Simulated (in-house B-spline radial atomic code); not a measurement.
Ionisation energies along the 2-electron series, configuration 1s2, as differences of self-consistent energies. NIST's values go from ground level to ground level; the uncertainty of those that are theory runs from under 0.1 % in few-electron ions to several per cent in heavy many-electron ones. Computed with an all-electron radial atomic-structure program (B-spline basis): non-relativistic Hartree-Fock, average of the configuration, point nuclei.

This level leaves out relativity, spin-orbit splitting included, which matters for heavy ions.

| ion | configuration after | ionisation energy (eV) | IE/(q+1)² (eV) | -ε less Coulomb ΔSCF (eV) | tabulated value (eV) | tabulated kind | computed minus tabulated (eV) |
| --- | --- | --- | --- | --- | --- | --- | --- |
| Ba54+ | 1s1 | 41718.1 | 13.791 | 1.5108 | 43485.37 | tabulated theory | -1767 |
| La55+ | 1s1 | 43238.5 | 13.788 | 1.5108 | 45145 | tabulated theory | -1906 |
| Ce56+ | 1s1 | 44786.2 | 13.785 | 1.5108 | 46840.31 | tabulated theory | -2054 |
| Pr57+ | 1s1 | 46361.0 | 13.782 | 1.5108 | 48571.71 | tabulated theory | -2211 |
| Nd58+ | 1s1 | 47963.1 | 13.779 | 1.5108 | 50339.59 | tabulated theory | -2377 |
| Pm59+ | 1s1 | 49592.4 | 13.776 | 1.5108 | 52144.29 | tabulated theory | -2552 |
| Sm60+ | 1s1 | 51248.9 | 13.773 | 1.5107 | 53986.12 | tabulated theory | -2737 |
| Eu61+ | 1s1 | 52932.6 | 13.77 | 1.5107 | 55865.93 | tabulated theory | -2933 |
| Gd62+ | 1s1 | 54643.5 | 13.768 | 1.5107 | 57783.91 | tabulated theory | -3140 |
| Tb63+ | 1s1 | 56381.6 | 13.765 | 1.5107 | 59741.12 | tabulated theory | -3360 |
| Dy64+ | 1s1 | 58147.0 | 13.763 | 1.5107 | 61736.62 | tabulated theory | -3590 |
| Ho65+ | 1s1 | 59939.5 | 13.76 | 1.5107 | 63772.42 | tabulated theory | -3833 |
| Er66+ | 1s1 | 61759.3 | 13.758 | 1.5107 | 65848.24 | tabulated theory | -4089 |
| Tm67+ | 1s1 | 63606.2 | 13.756 | 1.5107 | 67965.25 | tabulated theory | -4359 |
| Yb68+ | 1s1 | 65480.4 | 13.754 | 1.5107 | 70123.04 | tabulated theory | -4643 |
| Lu69+ | 1s1 | 67381.8 | 13.751 | 1.5107 | 72322.87 | tabulated theory | -4941 |
| Hf70+ | 1s1 | 69310.4 | 13.749 | 1.5107 | 74565.91 | tabulated theory | -5255 |
| Ta71+ | 1s1 | 71266.2 | 13.747 | 1.5107 | 76852 | tabulated theory | -5586 |
